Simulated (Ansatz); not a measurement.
Geometry optimisation, RHF/6-31G* (Ansatz).

Input file:

```yaml
crystal:
  periodic: [false, false, false]
  atoms:
    - { symbol: B, position_ang: [-0.010216, -0.15382, -0.017556] }
    - { symbol: O, position_ang: [-0.021604, -0.483184, 1.326912] }
    - { symbol: H, position_ang: [-0.898454, -0.584095, 1.670607] }
    - { symbol: "N", position_ang: [1.189332, -0.128122, -0.718182] }
    - { symbol: H, position_ang: [2.059853, -0.320459, -0.275818] }
    - { symbol: H, position_ang: [1.249681, 0.102427, -1.683446] }
    - { symbol: Cl, position_ang: [-1.566645, 0.062408, -0.882074] }
    - { symbol: F, position_ang: [0.115652, 2.175323, 0.974822] }
    - { symbol: H, position_ang: [0.430102, 1.651722, 1.657834] }
basis:
  gaussian: { orbitals: "6-31G*" }
hamiltonian:
  xc: hf
relax:
  f_tol: 0.03
  max_steps: 50
output:
  orbitals: {}
```

Run as:

```bash
$ ansatz run input.yaml --threads 1 --pin off --max-ram 2048MiB --backend cpu --events-out ev --progress --plain --runs-dir out
```

Where does it end, and by what steps?

It converged. After 17 steps the energy has fallen by 0.336 eV; Cl7 moved furthest, 1.57 Å.

```csv
step,energy less start (eV),largest force component (eV/Å),accepted
0,0.0000,0.735,yes
1,-0.0636,1.131,yes
2,-0.0827,1.955,yes
3,-0.1401,1.502,yes
4,-0.1699,0.722,yes
5,-0.1935,0.293,yes
6,-0.1864,1.501,no
7,-0.2063,0.266,yes
8,-0.2215,0.377,yes
9,-0.2325,0.371,yes
10,-0.2487,0.929,yes
11,-0.2718,0.851,yes
12,-0.3129,0.312,yes
13,-0.3252,0.212,yes
14,-0.3299,0.271,yes
15,-0.3322,0.276,yes
16,-0.3350,0.177,yes
17,-0.3359,0.017,yes
```

```xyz
9
Properties=species:S:1:pos:R:3
B -0.189 -0.285 -0.166
O -0.566 0.183 1.062
H -1.382 -0.168 1.390
N 0.984 0.150 -0.756
H 1.576 0.810 -0.298
H 1.298 -0.162 -1.646
Cl -1.249 -1.473 -0.992
F 1.427 1.881 1.712
H 0.650 1.387 1.747
```

Whether the end is a true minimum wasn't checked by a vibrational analysis.

Run time: 36 s on 1 thread of Arm Neoverse V2, on a shared host, peak memory 0.16 GiB.
